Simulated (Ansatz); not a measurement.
Reactions of `[OH][Ga]([F])[O][SiH3]`.

Computed with Ansatz on PBE0-D4/def2-TZVP structures; ΔE is electronic, products minus reactants. CBS: MP2 limit from def2 TZ/QZ plus the TZ coupled-cluster correction, frozen cores. This one scheme is used for every species, atoms too. Functionals use def2-TZVPP. No spin–orbit coupling; open shells (•) take unrestricted orbitals. Spin–orbit coupling would lower the free atoms: a little for F. Bonds to Br, Ga, Ge are less sure, by a few kJ/mol each and by 10 to 20 or more in all where they break to atoms, as the def2 sets lack core-valence functions. Scalar relativity is left out up to krypton. Each species was taken in one conformer, which may not be the lowest.

| reaction | r2SCAN-D4 (eV) |
| --- | --- |
| `[OH][Ga]([F])[O][SiH3]` + `[NH2][GeH2][OH]` → `[OH][GeH2][NH][SiH3]` + `[OH][Ga]([OH])[F]` | 0.37 |
| `[OH][Ga]([F])[O][SiH3]` + HBr → `[OH][Ga]([Br])[O][SiH3]` + H–F | -0.45 |
| `[OH][Ga]([F])[O][SiH3]` + H₂O → `[OH][Ga]([OH])[O][SiH3]` + H–F | 0.27 |
| `[OH][Ga]([F])[O][SiH3]` → F• + `[OH][Ga][O][SiH3]`• | 5.45 |
| `[OH][Ga]([F])[O][SiH3]` + H₂S → `[OH][Ga]([SH])[O][SiH3]` + H–F | -0.10 |
| `[OH][Ga]([F])[O][SiH3]` + H₂ → `[F][GaH][O][SiH3]` + H₂O | 0.27 |
| `[OH][Ga]([F])[O][SiH3]` + `[NH2][AlH][OH]` → `[NH2][Al]([OH])[SiH3]` + `[OH][Ga]([OH])[F]` | 0.86 |
| `[OH][Ga]([F])[O][SiH3]` + HBr → `[OH][Ga]([F])[Br]` + silanol | -0.60 |
| `[OH][Ga]([F])[O][SiH3]` + H₂O → `[OH][Ga]([OH])[F]` + silanol | 0.11 |
| `[OH][Ga]([F])[O][SiH3]` + H–F → `[OH][Ga]([F])[F]` + silanol | -0.12 |

Q: Give the CCSD(T)/CBS values in the same order. (An estimate is asked.)

A: Computed: 0.36, -0.54, 0.20, 5.72, -0.18, 0.23, 0.93, -0.54, 0.17, 0.00 eV.

Largest T1 diagnostic: 0.016, for `[OH][Ga][O][SiH3]`•.
